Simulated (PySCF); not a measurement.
Vibration and rotation of YH

RHF-CCSD(T) constants of YH, ¹Σ⁺ (singlet), closed shell (Y def2-TZVPP with ECP28, H def2-TZVPP; scalar-relativistic core potentials (PySCF 2.14); masses 88.9058 and 1.0078 u):

* ωe: 1513.4 cm⁻¹
* ωexe: 19.2 cm⁻¹
* Be: 4.5257 cm⁻¹
* αe: 0.0902 cm⁻¹
* D (centrifugal): 0.000162 cm⁻¹
* De to Y (4d1 5s2) + H: 3.03 eV

Q: Give the vibrational terms G(v) and spacings up to v = 6.

A: G(v) = ωe(v+½) − ωexe(v+½)².

| v | G(v) (cm⁻¹) | G(v) − G(v−1) | Bv (cm⁻¹) |
| --- | --- | --- | --- |
| 0 | 752 |  | 4.481 |
| 1 | 2227 | 1475 | 4.390 |
| 2 | 3664 | 1437 | 4.300 |
| 3 | 5062 | 1398 | 4.210 |
| 4 | 6422 | 1360 | 4.120 |
| 5 | 7743 | 1321 | 4.030 |
| 6 | 9026 | 1283 | 3.939 |

Q: How well does the Morse estimate ωe²/(4ωexe) reproduce De, and what is D0?

A: It gives 3.70 eV, 122 % of the computed De. D0 = De − G(0) = 3.03 − 0.09 = 2.94 eV.

Correlated steps freeze no core orbitals. These are scalar-relativistic numbers at best; spin–orbit coupling would shift them, the dissociation energy most. Where the molecule has an RHF reference, its open-shell atoms are computed with UHF. The CCSD T1 diagnostic is raised, a sign that a single reference may not be enough here.
